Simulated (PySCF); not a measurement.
In(Cl)2(SiH3) (Cl2H3InSi), SMILES [Cl][In]([Cl])[SiH3]. Heavy atoms are numbered as in [In:1]([Cl:2])([Cl:3])[SiH3:4]. Hydrogens are named by the atom that carries them.

Geometry optimised at B3LYP-D3(BJ)/def2-SVP. The structure was generated by enumeration; whether it is a known compound was not checked. The def2 effective core potentials stand for the cores of In; spin–orbit coupling is left out.

Method: PBE/def2-TZVP (PySCF).

ESP charges are fitted to the potential on shells at 1.4 to 2.0 van der Waals radii. Atomic charges (e), one atom of each kind:

```csv
atom,ESP fit,Löwdin
In1,0.54,-0.24
Cl2,-0.28,0.06
Si4 (SiH3),-0.04,0.11
H on Si4,0.02,0.00
```
